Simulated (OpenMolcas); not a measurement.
# Au3+: from CASSCF to CASPT2

| Quantity | Value |
| --- | --- |
| Program | OpenMolcas 26.06 |
| Basis | ANO-RCC-VTZP [8s7p5d3f1g] |
| Scalar Hamiltonian | DKH2, point nucleus |
| Active space | 8 electrons in 5 orbitals (5d) |
| State averaging | 2S+1 = 3 even, 10 roots; 2S+1 = 1 even, 15 roots |
| Spin-orbit coupling | state interaction with AMFI integrals over the reference wave functions, term energies averaged over their components |

Methods on the same reference wave functions:
A. CASSCF
B. SS-CASPT2, IPEA 0.25 Eh, imaginary shift 0.1 Eh (closed shells correlated: 5s 5p)
C. XMS-CASPT2, IPEA 0.25 Eh, imaginary shift 0.1 Eh (closed shells correlated: 5s 5p)

Energies in cm-1 above 5d8 3F4, the measured ground level; measured values from Zainab et al., Astrophys. J. Suppl. Ser. 267, 12 (2023).

```json
{"Level": "5d8 3F4", "A": "0.0", "B": "0.0", "C": "0.0", "Measured": "0.0"}
{"Level": "5d8 3F3", "A": "12367", "B": "12500", "C": "12510", "Measured": "12294"}
{"Level": "5d8 3P2 [51 %]", "A": "20804", "B": "19090", "C": "18880", "Measured": ""}
{"Level": "5d8 3P0", "A": "23563", "B": "19640", "C": "19280", "Measured": "18185"}
{"Level": "5d8 3P1", "A": "26427", "B": "23090", "C": "22670", "Measured": "21490"}
{"Level": "5d8 1G4", "A": "29602", "B": "26660", "C": "26550", "Measured": "25702"}
{"Level": "5d8 1S0", "A": "62739", "B": "56270", "C": "56150", "Measured": "55278"}
```

Deviations, from unrounded energies. A percentage is the sum of absolute deviations over the sum of measured energies, with the sign that they share, or ± where signs differ.

```
                        Against measurement  Levels      A     B     C
             mean absolute deviation (cm-1)       5   4300  1000   840
      fine structure of the ground term (%)       1   +0.6  +1.7  +1.7
other terms of the ground configuration (%)       4  +18.0  +4.1  +3.3
```

C lies closest to measurement on these levels and A furthest from it. The largest miss of C in the table is 5d8 3P1, by +1200 cm-1. The ranking rests on the paired levels alone, and a cruder setting can come out closer through cancelling errors.

Between B and C the level of the table that moves most is 5d8 3P1, by 420 cm-1 (lowest in C, highest in B). Moves below CASPT2's spread within the term are not significant.

The mean deviations of B to C differ by less than CASPT2's widest spread within a term (840 cm-1), so their order carries little weight.

From A to B the spin-free energies of the other terms of 5d8 shown, above 3F, scale by factors of 0.75 to 0.85, as is usual when dynamic correlation screens the repulsion within a d or f shell.

The lowest spin-free term lies below A's lowest term by 0.403 hartree in B, 0.408 hartree in C.

CASPT2 does not keep the components of a term degenerate, so their means are used; among the terms shown or strongly mixed into the levels shown the widest spread is 840 cm-1 (5d8 1G, C). Without dynamic correlation excited terms often stand tens of per cent too high (terms of higher spin than the ground term too low), and those without a measured partner can miss by more than the paired ones (holds for A). Measured partners are found by configuration, term and J. A level has none where our copy of the source lacks it or the pairing is in doubt (some pairs that miss far off the trend of their configuration count as doubtful), and it then counts in no deviation. Levels of configurations outside the active space are missing. The table leaves out levels that lie high or whose names do not pair safely across all columns.

A share in square brackets marks a mixed level and gives the weight of the term that names it, the lowest over the columns.
